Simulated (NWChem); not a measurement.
Species: CH₄N, doublet; SMILES C[NH]

```xyz
6

C     -0.0200    -0.6143     0.0000
N     -0.1254     0.8259     0.0000
H      0.5335    -0.9833    -0.8816
H     -1.0151    -1.0703     0.0000
H      0.5335    -0.9833     0.8816
H      0.8418     1.1853     0.0000
```
Atoms are numbered in this order, from 1.

All runs: NWChem. Spin-unrestricted. In the optimisation the excess spin sits in a" (Cs, its own frame). The geometry was optimised at B3LYP/6-31G* (spherical d), spin-unrestricted. No stability test was run on the SCF state. Principal shifts from the free-electron g value, in parts per thousand; spin-orbit coupling by linear response on scalar ZORA.

Q: Estimate the computed values for BP86/x2c-SVPall, ZORA. Quantities: Δg1 (ppt); Δg2 (ppt); Δg3 (ppt); isotropic Δg (ppt).

A: The Δg1 (ppt) is -0.04 and the Δg2 (ppt) is 1.74. The Δg3 (ppt) comes out as 5.32 and the isotropic Δg (ppt) is 2.34.
